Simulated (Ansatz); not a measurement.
Ansatz results at the PBE0-D4/def2-TZVP geometry: HOMO–LUMO gap (B3LYP/def2-TZVPP) 6.17 eV; size of the dipole moment (PBE/def2-TZVPP) 4.85 D; HOMO–LUMO gap (PBE0/def2-TZVPP) 6.72 eV.

Each molecule was computed in one conformer, which needn't be the lowest.

Problem. Which molecule gave them?
A. `C[BH-](C)[OH2+]`
B. `[Cl][In-]([Cl])([Cl])[SeH2+]`
C. `[GaH3-][SeH2+]`
D. `[CH3][In-]([PH3+])([Cl])[Cl]`

Solution. B. The others give `[CH3][In-]([PH3+])([Cl])[Cl]`: 6.52, 5.11, 7.06; `[GaH3-][SeH2+]`: 6.65, 3.27, 7.11; `C[BH-](C)[OH2+]`: 7.07, 3.60, 7.63.

B3LYP here is the variant with VWN-RPA as its local correlation; programs differ in this.
